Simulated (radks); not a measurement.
Question: As III, configuration [Ar] 3d10 4s2 4p1. All-electron calculation, Dirac Kohn-Sham, PW91, spin-unpolarised, spherical densities, finite nucleus; open shells are shared between the two j in proportion to 2j + 1; Fermi nuclear charge, rms radius 4.0968 fm. Program: a radial shooting solver on a logarithmic mesh with Libxc functionals. Some entries of the table are withheld. Estimate them.

orbital,occ.,eigenvalue (hartree),<r> (bohr)
1s1/2,2,-431.4205,0.04549
2s1/2,2,-55.41435,0.2025
2p1/2,2,-49.60321,(1)
2p3/2,4,-48.25851,(2)
3s1/2,2,-7.77691,(3)
3p1/2,2,-5.82381,0.6097
3p3/2,4,-5.63888,0.6203
3d3/2,4,-2.29634,(4)
3d5/2,6,-2.26943,(5)
4s1/2,2,(6),1.805
4p1/2,0.333333,-0.84649,2.124
4p3/2,0.666667,-0.83163,2.155

Answer: 
(1) 2p1/2 <r> (bohr): 0.1746
(2) 2p3/2 <r> (bohr): 0.1783
(3) 3s1/2 <r> (bohr): 0.5981
(4) 3d3/2 <r> (bohr): 0.6725
(5) 3d5/2 <r> (bohr): 0.6771
(6) 4s1/2 eigenvalue (hartree): -1.23330
